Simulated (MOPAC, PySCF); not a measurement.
CH3AlI2, SMILES `[CH3][Al]([I])[I]`, neutral singlet in the gas phase. 

Cartesian coordinates (Å):
```xyz
7

C     -1.0275    -0.0906    -0.0130
Al     0.9003     0.0626     0.0259
I      1.9976     2.2720    -0.0789
I      2.3660    -1.9196     0.1523
H     -1.4027     0.2063    -0.9970
H     -1.4786     0.5812     0.7220
H     -1.3551    -1.1119     0.1887
```
Charge 0, multiplicity 1.

All levels are single points at this geometry (PBE0-D3(BJ)/def2-TZVP); Pople sets use spherical d functions. Orbital energies aren't observables, and empty levels follow the basis.

PBE-D3(BJ)/def2-TZVP in PySCF gives dipole (D) = 1.60.

Problem. Estimate the dipole (D) from each of these levels: PBE0-D3(BJ)/def2-TZVP in PySCF; B3LYP/6-311+G** (LANL2DZ on I) in PySCF; B3LYP/6-31G* (LANL2DZ on I) in PySCF; BP86/6-31G* (LANL2DZ on I) in PySCF; M06-2X/6-31G* (LANL2DZ on I) in PySCF; PBE/6-31G* (LANL2DZ on I) in PySCF; SVWN5/6-31G* (LANL2DZ on I) in PySCF; HF/6-31G* (LANL2DZ on I) in PySCF; AM1 in MOPAC; PM3 in MOPAC; PM6 in MOPAC; PM7 in MOPAC.

Solution. 
| level | dipole (D) |
|---|---|
| PBE0-D3(BJ)/def2-TZVP in PySCF | 1.66 |
| B3LYP/6-311+G** (LANL2DZ on I) in PySCF | 2.12 |
| B3LYP/6-31G* (LANL2DZ on I) in PySCF | 2.37 |
| BP86/6-31G* (LANL2DZ on I) in PySCF | 2.36 |
| M06-2X/6-31G* (LANL2DZ on I) in PySCF | 2.43 |
| PBE/6-31G* (LANL2DZ on I) in PySCF | 2.34 |
| SVWN5/6-31G* (LANL2DZ on I) in PySCF | 2.34 |
| HF/6-31G* (LANL2DZ on I) in PySCF | 2.65 |
| AM1 in MOPAC | 1.93 |
| PM3 in MOPAC | 3.13 |
| PM6 in MOPAC | 1.92 |
| PM7 in MOPAC | 2.07 |
